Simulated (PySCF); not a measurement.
# Relaxation of singlet [NbO3]-

All numbers come from PBE/[Nb def2-SVPD with ECP28, O def2-SVPD], scalar-relativistic core potentials, density fitting, no spin–orbit coupling, PySCF. A (50,194) grid was used.

A hand-made T-shaped start, of C2v symmetry, held to at least that symmetry:

```xyz
4
charge -1 multiplicity 1, angstrom
Nb    0.0000    0.0000   -0.2210
O     0.0000    0.0000    1.5990
O     1.8189    0.0000   -0.1575
O    -1.8189    0.0000   -0.1575
```

Optimiser trace:
```tsv
step	E − E(last) (kJ/mol)	largest gradient (Eh/bohr)
0	277.07	0.11138
1	177.14	0.07399
2	118.85	0.09799
3	78.17	0.05305
4	34.70	0.02945
5	4.89	0.01726
6	0.70	0.01591
7	0.11	0.00354
8	0.01	0.00137
9	0.00	0.00036
10	0.00	0.00003
```

It ends at D3h with Nb–O 1.807 Å (×3); O–Nb–O 120.0° (×3) (after a last refinement on a finer grid). A frequency run shows 1 imaginary mode, down to 115i cm⁻¹, so it is a saddle point.

The relaxation took about 60 core-seconds on a shared host.
